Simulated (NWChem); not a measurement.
Molecule: C$_{3}$H$_{7}$NSi; SMILES C1=NCC[SiH2]1

```xyz
12

C      1.3475     0.1741    -0.0004
N      0.8137     1.3309     0.0004
C     -0.6382     1.3764     0.0018
C     -1.3373    -0.0062     0.0006
Si     0.0884    -1.2478    -0.0019
H      2.4470     0.1179    -0.0010
H     -0.9366     1.9770     0.8779
H     -0.9386     1.9800    -0.8715
H     -1.9818    -0.1337    -0.8822
H     -1.9803    -0.1358     0.8842
H      0.1662    -2.1213    -1.2136
H      0.1664    -2.1264     1.2061
```
Atoms are numbered in this order, from 1.

All runs: NWChem. Geometry: optimised at PBE0/def2-SVP. Not confirmed as a minimum by frequencies. Level: PBE/def2-SVP with SMD (1 M gas to 1 M solution), gas-phase geometry. Reactions with the solvent are ignored.

```csv
solvent,dielectric constant,solvation free energy (kcal/mol),cavity-dispersion-structure term (kcal/mol),dipole in solution (D)
water,78.4,-2.1,1.3,1.79
chloroform,4.71,-3.4,-0.7,1.68
anisole,4.22,-2.4,0.2,1.66
tetrahydrofuran,7.43,-2.7,0.3,1.72
diethyl ether,4.24,-3.1,-0.5,1.66
```
